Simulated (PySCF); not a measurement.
An unknown gives this computed stick spectrum. Method used: PySCF, TDDFT PBE0/def2-SVPD, vertical, gas phase, core orbitals frozen in the response. Geometries: GFN2-xTB, one conformer each.

```tsv
state	λ (nm)	f
S1	240.9	0.0083
S2	220.8	0.051
S3	213.4	0.083
S4	198.0	0.052
S5	194.0	0.044
S6	188.9	0.030
S7	187.7	0.074
S8	180.7	0.121
```

Orbital energies (eV): HOMO-3 -9.86, HOMO-2 -9.65, HOMO-1 -8.89, HOMO -5.95, LUMO 0.33, LUMO+1 0.62, LUMO+2 0.74.

Task: Which candidate is it? All have the formula C4H11NSi.
A. `C[Si@@H](N)C1CC1`
B. `N([Si@H](C)CC)=C`
C. `C=CN([SiH3])CC`

Result: C. Its S1 lies at 5.15 eV; the nearest of the others has S1 at 4.00 eV. S1 is HOMO→LUMO (94%). Löwdin shares by element: HOMO carbon 48% or more, nitrogen 30% (atoms not listed hold the other 22%); LUMO silicon 34%, hydrogen 26% or more (atoms not listed hold the other 40%). At the same level the other candidates give, for their lowest levels:
- `C=N[Si@H](C)CC`: 310 nm (f 0.000); 197 nm (f 0.080); 191 nm (f 0.027); 181 nm (f 0.019); 180 nm (f 0.032); T1 3.35 eV; HOMO -6.84, LUMO -0.75 eV
- `C[Si@@H](N)C1CC1`: 193 nm (f 0.015); 174 nm (f 0.024); 167 nm (f 0.007); 164 nm (f 0.042); 162 nm (f 0.017); T1 6.07 eV; HOMO -7.23, LUMO 0.55 eV

The values belong to the conformer `[CH2:1]=[CH:2][N:3]([SiH3:4])[CH2:5][CH3:6]`: C1–C2–N3–Si4 -169°, C2–N3–C5–C6 -81°.
Triplets come from the Tamm–Dancoff approximation.
